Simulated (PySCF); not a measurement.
Compound: C₅H₁₃NSi (charge +1 and doublet state).
Structure used (GFN2-xTB), in Å, numbered top down from 1:
```xyz
20
C5H13NSi angstrom
C     -2.853   -0.698    0.011
C     -1.512   -0.906   -0.626
Si    -0.176    0.245    0.271
N     -0.552    1.886    0.019
C      1.337   -0.296   -0.772
C      2.500    0.640   -0.860
C      2.596   -0.610   -0.027
H     -3.225    0.312   -0.135
H     -3.563   -1.382   -0.465
H     -2.850   -0.933    1.072
H     -1.167   -1.931   -0.512
H     -1.518   -0.633   -1.679
H     -0.120   -0.008    1.704
H     -0.829    2.525    0.749
H     -0.520    2.345   -0.880
H      1.128   -0.901   -1.645
H      3.026    0.696   -1.801
H      2.470    1.576   -0.326
H      2.635   -0.474    1.042
H      3.187   -1.444   -0.374
```

The hyperfine couplings belong to this conformer and change with its torsions.

Identity: `CC[Si@H]([NH2+])C1CC1` [radical] (charge +1).

Method: UKS B3LYP, pcH-1 on C H N Si, non-relativistic, mean-field spin-orbit, GIAO (PySCF 2.14.0). One conformer (not necessarily the lowest) at the GFN2-xTB geometry, without solvent, vibrations or thermal averaging. GFN2-xTB frequencies show an imaginary mode (28i cm⁻¹), so this geometry is no minimum at that level. The geometry wasn't refined by DFT: couplings that depend on bond lengths, twists or pyramidal angles can differ widely from those at the functional's own minimum, by a factor of two or more for some ions and for spin on atoms past the first row. No stability test was run, so a lower SCF solution isn't excluded.

Principal values of hyperfine tensors in MHz (contact, dipolar and spin–orbit terms together), for some of the nuclei:

| atom | isotope | A1 | A2 | A3 |
| --- | --- | --- | --- | --- |
| H9 | 1H | 115.29 | 118.59 | 127.26 |
| Si3 | 29Si | 62.62 | 107.94 | 114.03 |
| C2 | 13C | 25.83 | 26.08 | 118.31 |
| C5 | 13C | 29.82 | 31.31 | 85.36 |
| H14 | 1H | -40.37 | -26.62 | -1.17 |
| H15 | 1H | -36.47 | -24.40 | -0.24 |
| H10 | 1H | 9.35 | 10.93 | 19.55 |
| H18 | 1H | 7.69 | 11.12 | 15.45 |

(1) Split each tensor into its isotropic and traceless parts, and turn a_iso into mT with g = 2.0047.

(2) What spin density at the nucleus of H15 lies behind its contact coupling (g_N = 5.58569)?

(3) H19 (1H, g_N = 5.58569) isn't in the table. Its spin density at the nucleus is 0.005084 bohr⁻³. What is its contact coupling?

(4) Which nucleus of the table has the largest anisotropic coupling, and what is its form?

(5) What first-order splitting does Si3 cause when the field lies along A1, A2 or A3 of its tensor (g taken as isotropic, no quadrupole term)?

## Answers

(1) a_iso = (A1 + A2 + A3)/3, Ti = Ai − a_iso; 1 mT corresponds to 28.058 MHz. The tensors hold a spin–orbit part: the run splits a_iso into a_FC + a_SO, and T includes its anisotropic share.

```json
{"atom": "H9", "a_iso (MHz)": "120.38", "a_FC": "120.38", "a_SO": "0.00", "a_iso (mT)": "4.290", "T1": "-5.09", "T2": "-1.79", "T3": "6.88"}
{"atom": "Si3", "a_iso (MHz)": "94.86", "a_FC": "95.01", "a_SO": "-0.15", "a_iso (mT)": "3.381", "T1": "-32.25", "T2": "13.08", "T3": "19.17"}
{"atom": "C2", "a_iso (MHz)": "56.74", "a_FC": "56.72", "a_SO": "0.02", "a_iso (mT)": "2.022", "T1": "-30.91", "T2": "-30.66", "T3": "61.57"}
{"atom": "C5", "a_iso (MHz)": "48.83", "a_FC": "48.78", "a_SO": "0.05", "a_iso (mT)": "1.740", "T1": "-19.01", "T2": "-17.52", "T3": "36.53"}
{"atom": "H14", "a_iso (MHz)": "-22.72", "a_FC": "-22.76", "a_SO": "0.04", "a_iso (mT)": "-0.810", "T1": "-17.65", "T2": "-3.90", "T3": "21.55"}
{"atom": "H15", "a_iso (MHz)": "-20.37", "a_FC": "-20.42", "a_SO": "0.05", "a_iso (mT)": "-0.726", "T1": "-16.10", "T2": "-4.03", "T3": "20.13"}
{"atom": "H10", "a_iso (MHz)": "13.27", "a_FC": "13.27", "a_SO": "0.00", "a_iso (mT)": "0.473", "T1": "-3.93", "T2": "-2.34", "T3": "6.27"}
{"atom": "H18", "a_iso (MHz)": "11.42", "a_FC": "11.42", "a_SO": "0.00", "a_iso (mT)": "0.407", "T1": "-3.73", "T2": "-0.30", "T3": "4.03"}
```

(2) a_FC = (2μ0/3) gₑ μB g_N μN ρ(0)/(2S·h) = 800.24 MHz × g_N × ρ(0)/(2S), with ρ in bohr⁻³. With a_FC = -20.42 MHz and 2S = 1, ρ(0) = -0.004568 bohr⁻³. In magnitude that is 1.4 % of the 1/π = 0.318 of a free hydrogen atom.

(3) By the same relation, a_FC = 22.7 MHz. Its full tensor has the principal values 18.69, 19.32, 30.18 MHz.

(4) C2: -30.9, -30.7, 61.6 MHz, axial, in the ratio −1:−1:+2, the form that spin in one p orbital centred on that nucleus gives.

(5) 2 lines (I = 1/2), spaced by |A_i|/(g × 13.996): 2.23, 3.85, 4.06 mT along the axes of A1, A2 and A3.
